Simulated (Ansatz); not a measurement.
Species: BBr3, SMILES `BrB(Br)Br` (charge 0, multiplicity 1).

Question: Give a relaxed geometry from PBE0-D4/def2-TZVP in Ansatz (a first-principles code).

Answer: the end point of this relaxation (outside a Z-matrix the atoms follow the SMILES, hydrogens last).
Z-matrix (Å, degrees):
```
B
Br 1 1.8964
Br 1 1.8964 2 120.00
Br 1 1.8964 2 120.00 3 179.99
```
